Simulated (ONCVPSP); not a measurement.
## Which change was made? (Zn, ONCV)

| Item | Value |
| --- | --- |
| Element | zinc (Zn) |
| Generator | ONCVPSP 4.0.1 |
| Type | optimised norm-conserving Vanderbilt (ONCV) |
| Functional | PBE |
| Relativity | scalar-relativistic |
| Frozen core | [Ar] |
| Valence charge | 12 |
| Reference configuration | 3d10 4s2 |
| Partial waves | 4s: rc 1.85 bohr, ncon 4, nbas 7, qcut 3.7 1/bohr, 1 projector; p scattering state at 0.43 Ha: rc 1.95 bohr, ncon 3, nbas 8, qcut 4.2 1/bohr, 2 projectors, debl 2.4 Ha; 3d: rc 1.50 bohr, ncon 4, nbas 8, qcut 9.9 1/bohr, 2 projectors, debl 1.2 Ha; f scattering state at 0.21 Ha: rc 1.85 bohr, ncon 5, nbas 8, qcut 5.7 1/bohr, 3 projectors, debl 1.3 Ha |
| Local potential | polynomial inside 1.45 bohr (lpopt 5, dvloc0 4 Ha) |
| Core correction | Teter function, fcfact 5.5, rcfact 1.5 |

Cutoffs, loose and tight: the cutoffs (Ha) at which the residual kinetic energy of the hardest occupied pseudo-wave falls to 1 and 0.1 mHa per electron. They do not see the model core or the augmentation charge, which bear on the density cutoff. Test errors are all-electron minus pseudo excitation energies from the reference, over the configurations 3d10 4s1; 3d10 4s0; 3d9 4s0; 3d10 4s1 4p1; variants that change the core or the reference have their own tests.

The base gives: outcome: generated; cutoff, loose: 42 Ha; cutoff, tight: 48 Ha; bound ghosts: none; GHOST(+) flags above zero: f; largest test error (meV): +100.

After one change the result is: outcome: failed: optimize: ERROR ps0norm > uunorm, code will stop. Which change was it?
A. all radii but the core radius scaled by about 0.80 (s 1.48, p 1.56, d 1.20, f 1.48 bohr); local potential polynomial inside 1.16 bohr (lpopt 5, dvloc0 4 Ha)
B. all radii but the core radius scaled by about 1.32 (s 2.44, p 2.58, d 1.98, f 2.44 bohr); local potential polynomial inside 1.92 bohr (lpopt 5, dvloc0 4 Ha)
C. all radii but the core radius scaled by about 1.12 (s 2.08, p 2.18, d 1.68, f 2.08 bohr); local potential polynomial inside 1.62 bohr (lpopt 5, dvloc0 4 Ha)

A. The others give: all radii but the core radius scaled by about 1.12 (s 2.08, p 2.18, d 1.68, f 2.08 bohr); local potential polynomial inside 1.62 bohr (lpopt 5, dvloc0 4 Ha) → outcome: generated, projector energies reset by the program; cutoff, loose: 38 Ha; cutoff, tight: 43 Ha; bound ghosts: none; GHOST(+) flags above zero: f; largest test error (meV): +79 | all radii but the core radius scaled by about 1.32 (s 2.44, p 2.58, d 1.98, f 2.44 bohr); local potential polynomial inside 1.92 bohr (lpopt 5, dvloc0 4 Ha) → outcome: generated, projector energies reset by the program; cutoff, loose: 33 Ha; cutoff, tight: 37 Ha; bound ghosts: none; GHOST(+) flags above zero: none; largest test error (meV): +13.
